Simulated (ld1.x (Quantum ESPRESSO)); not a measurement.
An all-electron radial function and its pseudo partner (Si (Z = 14))

Columns: radius, all-electron u(r) and pseudo u(r) of the 3s shell (level -12.71 eV) of silicon in the configuration [Ne] 3s2 3p1.75; PBE, scalar-relativistic, ultrasoft scheme, ld1.x (Quantum ESPRESSO) 7.5.

```tsv
r (bohr)	all-electron	pseudo
0.088	0.1478	0.0031
0.175	-0.0699	0.0088
0.262	-0.2550	0.0192
0.350	-0.3371	0.0366
0.438	-0.3269	0.0624
0.525	-0.2557	0.0968
0.612	-0.1500	0.1402
0.700	-0.0273	0.1925
0.788	0.0979	0.2519
0.875	0.2161	0.3158
0.962	0.3239	0.3824
1.050	0.4200	0.4499
1.138	0.5020	0.5148
1.225	0.5698	0.5739
1.312	0.6249	0.6257
1.400	0.6689	0.6689
1.487	0.7014	0.7014
1.575	0.7242	0.7242
1.662	0.7379	0.7379
1.750	0.7439	0.7439
1.838	0.7429	0.7429
1.925	0.7362	0.7362
2.012	0.7248	0.7248
2.100	0.7091	0.7091
2.188	0.6902	0.6902
2.275	0.6690	0.6690
```

(1) How many radial nodes do the two functions have?

(2) At about which radius was the pseudo-wave matched?

(3) Is the pseudo-wave norm-conserving?

Results:

(1) The all-electron 3s function has n − l − 1 = 2; the pseudo-wave has 0, since the states of the same l below it are removed with the core.

(2) 1.45 bohr, where the columns begin to agree (steps of 0.09 bohr).

(3) No, it belongs to an ultrasoft set: the norm inside the radius is not constrained, and the difference is carried by the augmentation charge.
